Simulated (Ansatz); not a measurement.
Two structures of GeSiAsH9, singlet, reached by relaxing down either side of one saddle point (PBE0-D4/def2-TZVP). Energies are electronic, without zero-point energy. Ansatz 0.2.0; basis: def2-TZVPP and def2-QZVPP; cores frozen in the correlated methods. Filled d shells of the heavier atoms are correlated. The def2 sets are not built for correlating such inner shells, so the correlated values are less sure here. Extrapolation: Hartree–Fock as exp(−7.88 √X), correlation as X^−2.97. First:

| atom | x (Å) | y (Å) | z (Å) |
| --- | --- | --- | --- |
| Ge1 | -1.4209 | 0.4024 | 1.1401 |
| Si2 | 0.2075 | -1.3253 | 0.9922 |
| H3 | -2.8155 | -0.1405 | 0.7863 |
| H4 | -1.0978 | 1.5580 | 0.1770 |
| H5 | -1.4704 | 0.9704 | 2.5684 |
| H6 | 0.1396 | 0.2585 | -2.3018 |
| As7 | 1.0149 | 1.5001 | -2.2135 |
| H8 | -0.1057 | -2.3889 | 1.9835 |
| H9 | 0.2099 | -1.9226 | -0.3685 |
| H10 | 1.5605 | -0.7829 | 1.2841 |
| H11 | 2.0838 | 0.8752 | -3.0998 |
| H12 | 1.6940 | 0.9956 | -0.9482 |

Second:

```
12
angstrom
Ge -1.4964 1.6612 0.2023
Si 1.1546 -1.9640 0.4361
H -2.8993 1.6358 -0.4257
H -1.3206 2.9781 0.9756
H -1.3538 0.4796 1.1738
H 2.0288 -1.8093 -0.7539
As 0.1325 1.6207 -1.5940
H 1.5182 -3.2113 1.1561
H -0.2639 -2.0393 0.0043
H 1.3360 -0.8010 1.3408
H -0.1134 0.1445 -1.8751
H 1.2772 1.3050 -0.6406
```

Task: Which bonds change from the first to the second?

Result: GeSiH₆ ([SiH3][GeH3]) + AsH₃ → GeAsH₅ ([GeH3][AsH2]) + SiH₄; bonds formed: Ge1–As7, Si2–H6; bonds broken: Ge1–Si2, H6–As7.

Task: Give the saddle point's structure and its height above each. (Judge from chemistry; the value comes from the calculation.)

Result: By the calculation: 3.119 eV above the first and 3.330 eV above the second (CCSD(T) at an estimated basis limit (MP2 extrapolated from triple and quadruple zeta, plus CCSD(T) − MP2 in triple zeta)).
```
12
angstrom
Ge -1.2355 0.6865 0.7613
Si 0.4792 -1.2563 0.4288
H -2.4902 0.6147 -0.1235
H -0.7194 2.1340 0.8785
H -1.6326 0.2253 2.1884
H 1.1133 -0.7904 -0.9485
As 0.3570 0.9472 -1.6631
H 0.7258 -2.4568 1.3039
H -0.7336 -1.7147 -0.3216
H 1.3168 -0.2317 1.1273
H 1.2776 0.2285 -2.6539
H 1.5415 1.6137 -0.9779
```

T1 diagnostic: at most 0.015. The restricted Hartree–Fock reference is unstable towards an unrestricted one at one or more of these structures.

Labels in which every atom is bracketed show which atoms are joined, not bond orders.

For scale, one of the runs: CCSD(T)/def2-TZVPP, 264 basis functions, launched by `ansatz run in.yaml --threads 8 --pin off --events-out ev --progress --plain --max-ram 19148MiB`. Time: 2.9 min of wall clock on 8 CPU threads of an Arm Neoverse V2; the host was shared. Peak host memory: 6.2 GiB.
